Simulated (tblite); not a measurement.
Run record: tight-binding relaxation, `C=C(C)C[Si@H](C)C(C)C`.

Computed with GFN2-xTB geometry optimisation, gas phase (tblite 0.8.0). Start geometry: from a force field or distance geometry. The command runs a driver script over a list of jobs; the input below is this job's line of settings and its coordinates in Å.

Command:
```bash
OMP_NUM_THREADS=1 python probes_run.py task.json out
```

Input:
```
{"job": {"kind": "relax", "xc": "GFN2-xTB", "basis": "xTB"}, "charge": 0, "multiplicity": 1}
C      2.377900     1.587000     0.725800
C      2.227300     0.398800     0.119300
C      3.060000    -0.796600     0.565400
C      1.299500     0.208000    -1.057300
Si    -0.287000    -0.779800    -0.699600
C     -1.305900    -0.928900    -2.265000
C     -1.313700     0.078400     0.683000
C     -1.770000     1.494000     0.318900
C     -2.513400    -0.770300     1.129200
H      3.050300     1.734600     1.561000
H      1.797900     2.455500     0.403100
H      3.622800    -1.188600    -0.280800
H      3.757400    -0.531100     1.363000
H      2.412600    -1.591100     0.944800
H      0.996800     1.183300    -1.452700
H      1.847000    -0.298900    -1.843200
H      0.076700    -2.139800    -0.236900
H     -1.591100     0.051700    -2.639500
H     -0.734200    -1.433800    -3.041700
H     -2.208700    -1.501300    -2.074100
H     -0.638600     0.163800     1.548800
H     -0.930100     2.134800     0.053700
H     -2.290200     1.966600     1.169600
H     -2.470500     1.470800    -0.539300
H     -3.031700    -0.287900     1.974100
H     -3.255000    -0.889800     0.322900
H     -2.206000    -1.762800     1.452500
```

Output:
```
step      E/eV     max force
  0    -761.81525    0.883
  1    -761.85609    0.515
  2    -761.87260    0.297
  3    -761.88029    0.180
  4    -761.88600    0.145
  5    -761.89068    0.142
  6    -761.89469    0.124
  7    -761.89710    0.081
  8    -761.89853    0.077
  9    -761.89955    0.070
... (67 lines left out)
 77    -761.91414    0.016
 78    -761.91420    0.014
 79    -761.91426    0.019
 80    -761.91432    0.020
 81    -761.91437    0.014
 82    -761.91440    0.012
 83    -761.91443    0.014
 84    -761.91446    0.016
 85    -761.91449    0.012
 86    -761.91451    0.009
```

«max force» is the largest atomic force in eV/Å.

Q: From which step on does the largest force stay under 0.1 eV/Å, and how much energy is left to gain from there?

A: From step 7 (0.081 eV/Å), 17.4 meV above the end.

Main results: energy lowered by 2.3 kcal/mol over 86 steps; largest atomic force 0.009 eV/Å at the end.

Q: Give the final coordinates.

A: 0.107 Å rms from the input after alignment:
```
atom  x, y, z in Å
C1     2.2232    1.5757    0.7411
C2     2.1821    0.4142    0.1060
C3     2.9746   -0.7695    0.5690
C4     1.3278    0.1853   -1.0974
Si5   -0.2727   -0.7928   -0.6999
C6    -1.3224   -0.9054   -2.2831
C7    -1.2311    0.0751    0.7134
C8    -1.6915    1.4771    0.3182
C9    -2.4286   -0.7545    1.1707
H10    2.8280    1.7245    1.6198
H11    1.6565    2.4290    0.4084
H12    3.6289   -1.1208   -0.2284
H13    3.5821   -0.5196    1.4351
H14    2.3053   -1.5873    0.8319
H15    1.0589    1.1427   -1.5437
H16    1.8937   -0.3700   -1.8459
H17    0.0656   -2.1625   -0.2630
H18   -1.5769    0.0773   -2.6697
H19   -0.7923   -1.4380   -3.0666
H20   -2.2499   -1.4377   -2.0978
H21   -0.5529    0.1797    1.5673
H22   -0.8464    2.0942    0.0237
H23   -2.1920    1.9657    1.1537
H24   -2.3922    1.4300   -0.5130
H25   -2.9255   -0.2808    2.0167
H26   -3.1539   -0.8533    0.3658
H27   -2.1184   -1.7521    1.4728
```

On one thread of an Arm Neoverse N1, no GPU, shared host, this took 1.5 s wall.
Labels such as C1 count atoms from 1, the log's own numbers from 0.
